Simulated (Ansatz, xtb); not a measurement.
## Ranking isomers of C4H10OSi

3 gas-phase structures of C4H10OSi, from a drawn sample of its isomers (lower ones may exist). Each was relaxed with GFN2-xTB:

A. `CO[C@@H]1C[C@H]1[SiH3]`, a singlet
B. `CO[C@@H]1C[C@@H]1[SiH3]`, a singlet
C. `COC1([SiH3])CC1`, a singlet

Task: Which do you expect lowest at r2SCAN-D4/def2-SVP, and how would the others follow?

Result: Calculated order at r2SCAN-D4/def2-SVP: B (0.0), A (1.2), C (14.1) kJ/mol. Less than 1 kcal/mol parts B and A, so the order within that pair means little.

Energies above the lowest of each column, in kJ/mol; the last columns are at PBE0-D3(BJ)/def2-SVP geometries:

| structure | GFN2-xTB | HF/STO-3G | r2SCAN-D4/def2-SVP | PBE0-D3(BJ)/def2-SVP | CCSD(T)/def2-SVP + ΔMP2/def2-TZVPP |
| --- | --- | --- | --- | --- | --- |
| B | 0.0 | 2.4 | 0.0 | 0.0 | 0.0 |
| A | 3.5 | 0.0 | 1.2 | 1.6 | 0.1 |
| C | 5.9 | 11.7 | 14.1 | 14.8 | 12.8 |

CCSD(T)/def2-SVP + ΔMP2/def2-TZVPP has A and B within 1 kcal/mol of each other at the bottom, and every level picks one of them. Flexible structures stand in one conformer each, not always the lowest. ΔMP2 is the change of the MP2 energy from the smaller to the larger basis.

Programs: Ansatz 0.2.0, xtb 6.7.1.
